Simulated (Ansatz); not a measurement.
```
atom    x (Å)    y (Å)    z (Å)
   B   1.4299   0.0000   0.0000
   N   0.7150   1.2383   0.0000
   B  -0.7149   1.2384   0.0001
   N  -1.4299   0.0000   0.0000
   B  -0.7149  -1.2385  -0.0001
   N   0.7150  -1.2384   0.0001
   H   2.6299   0.0000   0.0000
   H   1.2224   2.1174  -0.0001
   H  -1.3151   2.2776   0.0000
   H  -2.4451   0.0001   0.0001
   H  -1.3151  -2.2776   0.0000
   H   1.2224  -2.1174  -0.0001
```

Basis set: cc-pVDZ (spherical functions). Correlated methods keep 6 orbitals frozen. Charge 0, multiplicity 1.

Computed with Ansatz (development build ahead of 0.2.0); each method stands on the lowest determinant of its kind that the runs found. Restricted open shells among the atoms or ions are ROHF, correlated in semicanonical orbitals with singles.

Problem. Give the atomization energy at this shape (free ground-state atoms in the same class of orbitals less the molecule, no zero-point energy) of singlet B₃N₃H₆ by RHF-MP2, RHF.

Solution.

| method | atomization energy |
| --- | --- |
| RHF-MP2 | 49.73 eV |
| RHF | 38.91 eV |
